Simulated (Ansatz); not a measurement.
AsSe₉. The state is a doublet with charge 0. Geometry PBE-D4/def2-SVP, that of the charge -1 singlet; atoms count from 1.

```csv
atom,x (Å),y (Å),z (Å)
As1,1.0355,-2.5154,1.0173
Se2,2.9806,-1.6173,0.2634
Se3,-0.1362,-0.6345,2.3301
Se4,-0.1168,-2.0493,-1.1594
Se5,-2.3606,-1.4770,-0.8224
Se6,-1.9825,2.2067,-1.8081
Se7,0.1647,3.0817,-1.1758
Se8,-2.4036,0.7511,0.0246
Se9,1.4794,1.1518,-0.5185
Se10,1.3394,1.1022,1.8487
```

The gap within one spin of the charge 0 doublet nearly closes, so an electron or hole may be smeared out by delocalisation error. The structure comes from a short search, and lower isomers may exist.

Q: Estimate the Mulliken populations from the PBE/def2-SVP orbitals of Ansatz.

A: 
| atom | charge (e) | spin (α − β) |
| --- | --- | --- |
| As1 | 0.18 | -0.02 |
| Se2 | -0.18 | 0.36 |
| Se3 | -0.09 | 0.08 |
| Se4 | -0.04 | 0.09 |
| Se5 | 0.00 | 0.01 |
| Se6 | 0.03 | 0.17 |
| Se7 | 0.01 | 0.18 |
| Se8 | 0.02 | 0.06 |
| Se9 | 0.02 | 0.00 |
| Se10 | 0.06 | 0.07 |
Mulliken values and Mayer orders depend strongly on the basis.

Q: Where does the spin sit?

A: Summed by element: As -0.02, Se 1.02, of 1 unpaired in all. Largest on single atoms: Se2 0.36, Se7 0.18, Se6 0.17.

Q: And the Mayer bond orders between bonded heavy atoms (over 0.3)?

A: As1–Se2 1.38 (2.27 Å); As1–Se3 0.76 (2.58 Å); As1–Se4 0.85 (2.51 Å); Se3–Se10 1.14 (2.33 Å); Se4–Se5 1.13 (2.34 Å); Se5–Se8 1.00 (2.38 Å); Se6–Se7 1.04 (2.40 Å); Se6–Se8 1.04 (2.38 Å); Se7–Se9 0.94 (2.43 Å); Se9–Se10 1.03 (2.37 Å).
